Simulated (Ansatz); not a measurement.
Ansatz (a quantum-chemistry and plane-wave program) input (PBE/def2-TZVP):

Ansatz 0.2 input:
```yaml
crystal:
  periodic: [false, false, false]
  atoms:
    - {symbol: Mo, position_ang: [-0.03686456, -0.00514405, 0.01619184]}
    - {symbol: H, position_ang: [1.18116099, -0.36294647, 1.14928913]}
    - {symbol: H, position_ang: [0.18282356, 1.60147941, -0.49957601]}
    - {symbol: H, position_ang: [0.18432684, -1.02248283, -1.32977044]}
basis:
  gaussian:
    orbitals: def2-TZVP
hamiltonian:
  xc: {name: PBE}
magnetization: {spin_polarized: true, initial_magnetization: 3}
relax: {f_tol: 0.003, max_steps: 100}
```

Output:

```
Functional definition: PBE
integrals: 0.01 GiB planned
440 factors; their error is unknown
mean field: 0.14 GiB planned
mean field evaluation 1: about -1900.2260 eV, gradient 1.8e1 eV
mean field evaluation 2: about -1896.5732 eV, gradient 3.3e1 eV
mean field evaluation 4: about -1902.2807 eV, gradient 2.7e0 eV
mean field evaluation 8: about -1902.3224 eV, gradient 4.3e-2 eV
mean field evaluation 16: about -1902.3176 eV, gradient 1.4e-5 eV
mean field -1902.31757194 eV, -69.9088813317 hartree, gradient 1.4e-5 eV, S^2 3.784070; 0 other end points of the search recorded, 0 dependent functions left out
the calculation of the forces begins
reference -1902.31762487 eV, -69.9088832767 hartree; 10, 7 occupied and 48, 51 virtual orbitals, 440 factors
relax step   1: F+E_penalty+E_count = -1902.31757194 eV  Δ(F+E_penalty+E_count) = +0.000e0 eV  max|allowed force component| = 2.281e-2 eV/Å  Δτ_max = 0.0000 Å  (29 SCF iters, accepted)
these checks for a lower state are left out or cut short: starts, cluster_reference, orbital_swaps, neighbouring_geometries, increment
integrals: 0.01 GiB planned
440 factors; their error is unknown
mean field: 0.14 GiB planned
mean field -1902.31761412 eV, -69.9088828819 hartree, gradient 1.3e-5 eV, S^2 3.783843; 0 other end points of the search recorded, 0 dependent functions left out
the calculation of the forces begins
reference -1902.31766707 eV, -69.9088848277 hartree; 10, 7 occupied and 48, 51 virtual orbitals, 440 factors
relax step   2: F+E_penalty+E_count = -1902.31761412 eV  Δ(F+E_penalty+E_count) = -4.218e-5 eV  max|allowed force component| = 6.479e-3 eV/Å  Δτ_max = 0.0030 Å  (27 SCF iters, accepted)
these checks for a lower state are left out or cut short: starts, cluster_reference, orbital_swaps, neighbouring_geometries, increment
integrals: 0.01 GiB planned
440 factors; their error is unknown
mean field: 0.14 GiB planned
mean field -1902.31762045 eV, -69.9088831143 hartree, gradient 4.3e-5 eV, S^2 3.783908; 0 other end points of the search recorded, 0 dependent functions left out
the calculation of the forces begins
reference -1902.31767340 eV, -69.9088850602 hartree; 10, 7 occupied and 48, 51 virtual orbitals, 440 factors
relax step   3: F+E_penalty+E_count = -1902.31762045 eV  Δ(F+E_penalty+E_count) = -6.325e-6 eV  max|allowed force component| = 5.170e-4 eV/Å  Δτ_max = 0.0008 Å  (22 SCF iters, accepted)
integrals: 0.01 GiB planned
440 factors; their error is unknown
mean field: 0.14 GiB planned
mean field evaluation 32: about -1900.2254 eV, gradient 1.8e1 eV
mean field -1902.31762045 eV, -69.9088831143 hartree, gradient 4.3e-5 eV, S^2 3.783908; 1 other end points of the search recorded, 0 dependent functions left out
the calculation of the forces begins
reference -1902.31767340 eV, -69.9088850602 hartree; 10, 7 occupied and 48, 51 virtual orbitals, 440 factors
Total energy: -1902.31767340 eV, -69.9088850602 hartree
Atom 0 at    -0.033701    -0.004701     0.014804 Å, force     0.000082     0.000012    -0.000036 eV/Å
Atom 1 at     1.180323    -0.363239     1.150200 Å, force     0.000199    -0.000152     0.000480 eV/Å
Atom 2 at     0.181659     1.601830    -0.499205 Å, force    -0.000141     0.000517    -0.000081 eV/Å
Atom 3 at     0.183166    -1.022983    -1.329664 Å, force    -0.000140    -0.000377    -0.000364 eV/Å
Dipole moment:    -0.409877    -0.057192     0.180030 e Å
```

The spin state was set by rule; other spins were not relaxed.
